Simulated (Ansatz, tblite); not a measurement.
Removing and adding an electron: CaTe2 (the lowest singlet isomer of a short search). Charge 0, multiplicity 1. Geometry: r2SCAN-D4/def2-TZVP. Ansatz, gas phase; energy differences of separate SCF runs; the oxidised species was run as a doublet alone; the reduced species was run as a doublet alone.

Cartesian coordinates in Å:
```
Ca 1.066 0.182 1.210
Te -0.670 1.318 -0.696
Te -0.395 -1.500 -0.514
```

In the def2 sets Te takes a core potential; there is no spin–orbit coupling. The xTB rows come from tblite. Correlated methods freeze 13 core orbitals; core or outer-core shells of Ca, Te are correlated, in sets that lack core-valence functions. In CCSD on the charge 1 doublet the largest single amplitude is 0.18, so its Hartree–Fock determinant may place the open shell otherwise than the density functionals do. The structure comes from a short search, and lower isomers may exist.

| level | −HOMO (eV) | vertical IE (eV) | −LUMO (eV) | vertical EA (eV) | HOMO–LUMO gap (eV) | IE − EA (eV) | remarks |
| --- | --- | --- | --- | --- | --- | --- | --- |
| GFN1-xTB | 7.75 | 10.71 | 5.93 | 3.62 | 1.83 | 7.09 | – |
| GFN2-xTB | 7.09 | 11.28 | 5.74 | 1.65 | 1.36 | 9.63 | – |
| HF/def2-TZVPP | – | 5.61 | – | – | – | – | – |
| PBE-D4/def2-TZVP | 3.78 | 6.25 | 2.95 | – | 0.83 | – | – |
| PBE-D4/def2-TZVPD | 3.81 | – | 2.97 | 1.43 | 0.84 | – | HOMO above zero (-1 doublet) |
| r2SCAN-D4/def2-TZVP | 3.89 | 6.25 | 2.50 | – | 1.39 | – | – |
| r2SCAN-D4/def2-TZVPD | 3.91 | – | 2.51 | 1.47 | 1.40 | – | HOMO above zero (-1 doublet) |
| PBE0-D4/def2-TZVP | 4.58 | 6.30 | 2.51 | – | 2.07 | – | – |
| PBE0-D4/def2-TZVPD | 4.60 | – | 2.52 | 1.54 | 2.09 | – | – |
| MP2/def2-TZVPP | – | 6.36 | – | – | – | – | – |
| CCSD/def2-TZVPP | – | 6.20 | – | – | – | – | – |
| CCSD(T)/def2-TZVPP | – | 6.20 | – | – | – | – | – |

Relaxing the oxidised species (r2SCAN-D4/def2-TZVP) changes its energy by -0.14 eV at PBE-D4/def2-TZVP, so the adiabatic ionisation energy to this nearest minimum is 6.11 eV. At PBE0-D4/def2-TZVP it is 6.11 eV.     A HOMO above zero means that the electron is unbound at that level or that self-interaction error raises the level; the energy of removing that electron tells which. Raw xTB energy differences between charge states are shifted by several eV; the methods need an empirical correction for them.
